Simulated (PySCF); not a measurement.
Al(OH2)6 (AlH₁₂O₆), SMILES [OH2]->[Al+3](<-[OH2])(<-[OH2])(<-[OH2])(<-[OH2])<-[OH2] (connectivity only; charge and spin as stated), charge +3, multiplicity 1. Atoms are numbered in the order given.

```xyz
19

Al     0.0000     0.0000     0.0000
O      0.0000     0.0000    -1.9301
H      0.0000     0.7881    -2.5163
H      0.0000    -0.7881    -2.5163
O      0.0000     0.0000     1.9301
H      0.0000     0.7881     2.5163
H      0.0000    -0.7881     2.5163
O     -1.9301     0.0000     0.0000
H     -2.5163     0.0000    -0.7881
H     -2.5163     0.0000     0.7881
O      0.0000    -1.9301     0.0000
H      0.7881    -2.5163     0.0000
H     -0.7881    -2.5163     0.0000
O      0.0000     1.9301     0.0000
H     -0.7881     2.5163     0.0000
H      0.7881     2.5163     0.0000
O      1.9301     0.0000     0.0000
H      2.5163     0.0000    -0.7881
H      2.5163     0.0000     0.7881
```
Charge +3, spin multiplicity 1.

Coordinates come from a TPSSh-D3(BJ)/def2-SVP optimisation. The isomer is the one that the SMILES or the coordinates give; other isomers of the formula were not compared. One conformer was computed; it need not be the lowest.

These are TDA-ωB97X/def2-SVPD (PySCF) values and carry that method's errors.

Vertical excitations; the highest root listed may be one member of a degenerate set.  State labels are in the subgroup D2.

```tsv
state	symmetry	energy (eV)	λ (nm)	f	main pairs
S1	B1	10.75	115	0.000	HOMO−5→LUMO, HOMO−1→LUMO+3 (degenerate set)
S2	B3	10.75	115	0.000	HOMO−3→LUMO, HOMO−2→LUMO+2 (degenerate set)
S3	B2	10.75	115	0.000	HOMO−4→LUMO, HOMO→LUMO+1 (degenerate set)
S4	B2	10.76	115	0.129	HOMO−1→LUMO, HOMO−5→LUMO+3 (degenerate set)
S5	B1	10.76	115	0.129	HOMO−2→LUMO, HOMO−3→LUMO+2 (degenerate set)
S6	B3	10.76	115	0.129	HOMO→LUMO, HOMO−4→LUMO+1 (degenerate set)
T1	B2	10.17	122	0	HOMO−1→LUMO, HOMO−5→LUMO+3, HOMO−1→LUMO+5 (degenerate set)
T2	B1	10.17	122	0	HOMO−2→LUMO, HOMO−3→LUMO+2, HOMO−2→LUMO+4 (degenerate set)
```
Triplets are in the Tamm–Dancoff approximation.
